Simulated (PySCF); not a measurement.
Basis and Hamiltonian dependence of the ionisation energy of Ru²⁺

Ru²⁺ [Kr] 4d6 (5D) → Ru³⁺ [Kr] 4d5 (6S). Calculated with PySCF 2.14 from differences of total energies of unrestricted determinants, without spin-orbit coupling. Values in eV.

```
                                                                               basis    Hamiltonian  functions     UHF     LDA    PBE0  MP2 (valence)  CCSD(T) (valence)  CCSD(T) (valence and next inner shell)
                                                            cc-pVDZ-PP with ECP28MDF            ECP         38  26.438     n/a  28.320         27.331                n/a                                     n/a
                                                        aug-cc-pVDZ-PP with ECP28MDF            ECP         54  26.435  28.676  28.316         27.406             27.472                                     n/a
                             def2-TZVPPD with the def2 core potential (28 electrons)            ECP         56  26.556  28.750  28.401         27.763             27.807                                  27.844
                                                                        ANO-RCC-VTZP  spin-free X2C         68  26.560  28.915  28.445         27.791             27.833                                  27.909
                                                      aug-cc-pwCVDZ-PP with ECP28MDF            ECP         70  26.418  28.642  28.282         27.528             27.562                                  27.519
                                                                        x2c-TZVPPall  spin-free X2C         79  26.542  28.949  28.456         27.777             27.817                                  27.911
                             def2-QZVPPD with the def2 core potential (28 electrons)            ECP         88  26.571  28.766  28.416         27.851             27.886                                     n/a
                                                        aug-cc-pVTZ-PP with ECP28MDF            ECP         88  26.442  28.643  28.301         27.697             27.739                                     n/a
                   x2c-TZVPPall with one added diffuse shell each of s, p, d, f type  spin-free X2C         95  26.544  28.951  28.458         27.781             27.822                                  27.917
                                                                      aug-cc-pVTZ-DK  spin-free X2C        102  26.526  28.920  28.427         27.776             27.819                                     n/a
aug-cc-pVTZ-PP with one added diffuse shell each of s, p, d, f, g type with ECP28MDF            ECP        113  26.443  28.643  28.301         27.699                n/a                                     n/a
                                                                        x2c-QZVPPall  spin-free X2C        118  26.534  28.942  28.441         27.833                n/a                                     n/a
                                                      aug-cc-pwCVTZ-PP with ECP28MDF            ECP        122  26.452  28.657  28.308         27.790                n/a                                     n/a
```

Frozen in the all-electron rows: valence: [Kr]; valence and next inner shell: [Ar] 3d10; with a core potential, the same shells as far as they lie outside it.

Between the lowest levels the reference is 28.47 eV (semi-empirical (NIST evaluation); NIST Atomic Spectra Database, ionization energies); it includes spin-orbit coupling, which these numbers lack.
